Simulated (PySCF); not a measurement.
GeCl4, SMILES [Cl][Ge]([Cl])([Cl])[Cl].

Geometry optimised at ωB97X-D3(BJ)/def2-SVP. The isomer is the one that the SMILES or the coordinates give; other isomers of the formula were not compared.

Two levels are set side by side: PBE/def2-TZVP (PySCF) and CAM-B3LYP/def2-TZVP (PySCF). Same geometry, gas phase. Differences are taken from unrounded values.

```csv
quantity,PBE
orbital gap (eV),4.99
highest occupied level (eV),-8.20
lowest empty level (eV),-3.21
mean polarisability (bohr³),75.9
```

Q: These are the PBE values. What does CAM-B3LYP give? (Estimate from the structure and the level; the computed values follow.)

A: 
```tsv
quantity	CAM-B3LYP	PBE minus CAM-B3LYP
orbital gap (eV)	9.84	-4.85
highest occupied level (eV)	-11.04	2.84
lowest empty level (eV)	-1.19	-2.01
mean polarisability (bohr³)	72.8	3.2
```

Without exact exchange PBE keeps part of each electron's self-repulsion, which lifts occupied levels and narrows the gap. Loosely held outer electrons make PBE densities more polarisable. Differences between two approximate levels are no errors against the true value.

Rough cost on one machine, each run with all the roots and properties that it gave: CAM-B3LYP against PBE within a factor of 2.
